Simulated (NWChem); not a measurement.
System: CrN2H3SCl; SMILES [Cr](=[NH])([Cl])(=[NH])[SH]

The following NWChem deck was run.

```
start job
memory heap 200 mb stack 900 mb global 1100 mb
geometry units angstroms
  Cr    -0.112865    -0.236750    -0.305164
  N     -1.476237    -1.128448    -0.166608
  H     -2.249097    -1.772320    -0.286775
  N      0.956626    -0.611461    -1.483204
  H      1.472257    -0.988380    -2.269378
  Cl    -0.558208     1.770575    -0.330150
  S      1.050279    -0.695895     1.585268
  H      0.042215    -0.987428     2.406295
end
basis spherical
  * library def2-svp
end
dft
  xc pbe0
  iterations 150
end
driver
  maxiter 120
end
task dft optimize
```

Parts of the log:

```
             Northwest Computational Chemistry Package (NWChem) 7.3.0
             --------------------------------------------------------

 C1  symmetry detected

                             Geometry "geometry" -> ""
                             -------------------------

 Output coordinates in angstroms (scale by  1.889725989 to convert to a.u.)

  No.       Tag          Charge          X              Y              Z
 ---- ---------------- ---------- -------------- -------------- --------------
    1 Cr                  24.0000    -0.38109044    -0.08852447     0.00651713
    2 N                    7.0000    -1.19603650    -0.00319911    -1.40829339
    3 H                    1.0000    -1.89069634     0.03030557    -2.14494051
    4 N                    7.0000    -1.22213349    -0.00609374     1.40574882
    5 H                    1.0000    -1.91381122     0.04815883     2.14375383
    6 Cl                  17.0000     0.89596679    -1.70017003     0.01215355
    7 S                   16.0000     0.85290675     1.81205060     0.05668264
    8 H                    1.0000     0.99992459     2.02125372    -1.25094486

 Effective nuclear repulsion energy (a.u.)     476.9191207642

                                Z-matrix (autoz)
                                --------

 Units are Angstrom for bonds and degrees for angles

[...]

      ----------------------
      Optimization converged
      ----------------------

  Step       Energy      Delta E   Gmax     Grms     Xrms     Xmax
  ---- ---------------- -------- -------- -------- -------- --------
@   14   -2013.05228699 -4.7D-07  0.00006  0.00003  0.00086  0.00166
                                     ok       ok       ok       ok

                                Z-matrix (autoz)
                                --------

 Units are Angstrom for bonds and degrees for angles

      Type          Name      I     J     K     L     M      Value     Gradient
      ----------- --------  ----- ----- ----- ----- ----- ---------- ----------
    1 Stretch                  1     2                       1.57764   -0.00004
    2 Stretch                  1     4                       1.57541    0.00002
    3 Stretch                  1     6                       2.15550    0.00000
    4 Stretch                  1     7                       2.19471    0.00004
    5 Stretch                  2     3                       1.02301   -0.00001
    6 Stretch                  4     5                       1.02346   -0.00005
    7 Stretch                  7     8                       1.35324    0.00003
    8 Bend                     1     2     3               150.40915    0.00002
    9 Bend                     1     4     5               150.56327   -0.00001
   10 Bend                     1     7     8                94.98712    0.00000
   11 Bend                     2     1     4               110.14661   -0.00000
   12 Bend                     2     1     6               109.65026    0.00003
   13 Bend                     2     1     7               106.89898   -0.00005
   14 Bend                     4     1     6               110.19748   -0.00005
   15 Bend                     4     1     7               102.62222    0.00001
   16 Bend                     6     1     7               117.02760    0.00006
   17 Torsion                  2     1     4     5          -3.97398    0.00004
   18 Torsion                  2     1     7     8         -40.70827   -0.00001
   19 Torsion                  3     2     1     4           3.13486    0.00002
   20 Torsion                  3     2     1     6         124.56775   -0.00002
   21 Torsion                  3     2     1     7        -107.64172    0.00003
   22 Torsion                  4     1     7     8        -156.61544    0.00000
   23 Torsion                  5     4     1     6        -125.08025    0.00004
   24 Torsion                  5     4     1     7         109.57003   -0.00002
   25 Torsion                  6     1     7     8          82.62603    0.00002

                         Geometry "geometry" -> "geometry"
                         ---------------------------------

 Output coordinates in angstroms (scale by  1.889725989 to convert to a.u.)

[...]
```

Level: PBE0/def2-SVP. Not confirmed as a minimum by frequencies.
